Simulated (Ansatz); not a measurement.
Start from `ClC1C[SiH2]1` and change one atom or group to get `F[SiH2]C1C[SiH2]1`.

Ansatz, PBE0-D4/def2-TZVP geometries, multiplicity 1. Each molecule was computed in one conformer, which needn't be the lowest.

| property | `ClC1C[SiH2]1` |
| --- | --- |
| HOMO–LUMO gap (PBE0/def2-TZVPP) / eV | 6.77 |
| size of the dipole moment (ωB97M-V/def2-TZVPP) / D | 2.03 |
| HOMO energy (ωB97M-V/def2-TZVPP) / eV | -9.15 |
| HOMO–LUMO gap (ωB97M-V/def2-TZVPP) / eV | 10.63 |
| size of the dipole moment (PBE/def2-TZVPP) / D | 1.83 |
| LUMO energy (ωB97M-V/def2-TZVPP) / eV | 1.48 |

Give the same properties after the change, and the shifts. (An estimate is asked.)

Computed: 
| property | `F[SiH2]C1C[SiH2]1` | shift |
| --- | --- | --- |
| HOMO–LUMO gap (PBE0/def2-TZVPP) / eV | 7.17 | 0.40 |
| size of the dipole moment (ωB97M-V/def2-TZVPP) / D | 2.01 | -0.02 |
| HOMO energy (ωB97M-V/def2-TZVPP) / eV | -9.37 | -0.22 |
| HOMO–LUMO gap (ωB97M-V/def2-TZVPP) / eV | 10.93 | 0.30 |
| size of the dipole moment (PBE/def2-TZVPP) / D | 1.95 | 0.12 |
| LUMO energy (ωB97M-V/def2-TZVPP) / eV | 1.56 | 0.08 |

With PBE0 the HOMO falls by 0.24 eV and the LUMO rises by 0.17 eV, so the gap widens by about 0.41 eV. PBE moves the HOMO by -0.29 eV and ωB97M-V by -0.22 eV. Dipoles are sizes alone; their direction can turn.
